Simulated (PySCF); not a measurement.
Job for PySCF: D3(BJ) and D4 dispersion corrections on H2O (SMILES O).

```python
from pyscf import gto
from pyscf.dispersion import dftd3, dftd4

mol = gto.M(
    atom='''
    O    -0.00000000    0.00000000    0.38961139
    H     0.00000000    0.76498632   -0.19485569
    H     0.00000000   -0.76498632   -0.19485569
    ''',
    basis='def2-svp',
    charge=0, spin=0, verbose=0, max_memory=1800)
d3, d4 = {}, {}
for xc in ['hf', 'pbe', 'blyp', 'revpbe', 'tpss', 'r2scan', 'b3lyp', 'pbe0', 'bhlyp', 'camb3lyp', 'b2plyp']:
    d3[xc] = float(dftd3.DFTD3Dispersion(mol, xc=xc, version='d3bj', atm=False).get_dispersion()['energy'])
    print(f'D3(BJ) {xc:10s} {d3[xc]:14.8f} Eh')
for xc in ['hf', 'pbe', 'blyp', 'revpbe', 'tpss', 'r2scan', 'b3lyp', 'pbe0', 'bhlyp', 'camb3lyp', 'b2plyp']:
    d4[xc] = float(dftd4.DFTD4Dispersion(mol, xc={'camb3lyp': 'cam-b3lyp'}.get(xc, xc), atm=True).get_dispersion()['energy'])
    print(f'D4     {xc:10s} {d4[xc]:14.8f} Eh')
```

It printed:

```
D3(BJ) hf            -0.00450233 Eh
D3(BJ) pbe           -0.00035943 Eh
D3(BJ) blyp          -0.00071916 Eh
D3(BJ) revpbe        -0.00106188 Eh
D3(BJ) tpss          -0.00042042 Eh
D3(BJ) r2scan        -0.00008484 Eh
D3(BJ) b3lyp         -0.00057383 Eh
D3(BJ) pbe0          -0.00027686 Eh
D3(BJ) bhlyp         -0.00040942 Eh
D3(BJ) camb3lyp      -0.00021234 Eh
D3(BJ) b2plyp        -0.00023428 Eh
D4     hf            -0.00098317 Eh
D4     pbe           -0.00019578 Eh
D4     blyp          -0.00047287 Eh
D4     revpbe        -0.00094918 Eh
D4     tpss          -0.00026710 Eh
D4     r2scan        -0.00004686 Eh
D4     b3lyp         -0.00031026 Eh
D4     pbe0          -0.00015671 Eh
D4     bhlyp         -0.00018233 Eh
D4     camb3lyp      -0.00014972 Eh
D4     b2plyp        -0.00013382 Eh
```

The run finished.

Cost: roughly 0.010 core-seconds.
